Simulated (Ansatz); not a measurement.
**Appearance energy of a fragment ion: C3H7BO2 → C2H3O+ + BH(CH3)O + e⁻**

Species: C3H7BO2 `CBOC(C)=O`, singlet; C2H3O+ `CC#[O+]`, singlet; BH(CH3)O, doublet. 

Shapes, held fixed at every level: PBE0-D4/def2-TZVP. Flexible molecules stand in one conformer, not always the lowest. Programs: Ansatz 0.2.0. Electronic energies: no zero-point or thermal term.

Q: Estimate ΔE of this reaction.

A: The highest level, CCSD(T)/CBS estimate, gives ΔE = +10.98 eV; the levels span +9.57 to +11.11. The column of differences is taken from that level and isn't an error. No measured value is set beside it here. Open shells run unrestricted unless RO is named. The CBS estimate extrapolates MP2 from def2-TZVPP and def2-QZVPP and adds CCSD(T) − MP2 in the triple-zeta set, cores frozen. The onset seen in experiment also holds zero-point changes and kinetic shifts.

```
                level                   kind  ΔE (eV)  less CCSD(T)/CBS estimate
          HF/def2-SVP           Hartree–Fock    +9.57                      -1.41
   PBE0-D4/def2-TZVPP          global hybrid   +10.84                      -0.14
r2SCAN0-D4/def2-TZVPP          global hybrid   +10.82                      -0.16
         MP2/def2-SVP    perturbation theory   +10.80                      -0.18
       MP2/def2-TZVPP    perturbation theory   +11.11                      +0.13
     CCSD(T)/def2-SVP  coupled cluster or CI   +10.48                      -0.50
   CCSD(T)/def2-TZVPP  coupled cluster or CI   +10.77                      -0.21
 CCSD(T)/CBS estimate  coupled cluster or CI   +10.98                       0.00
```
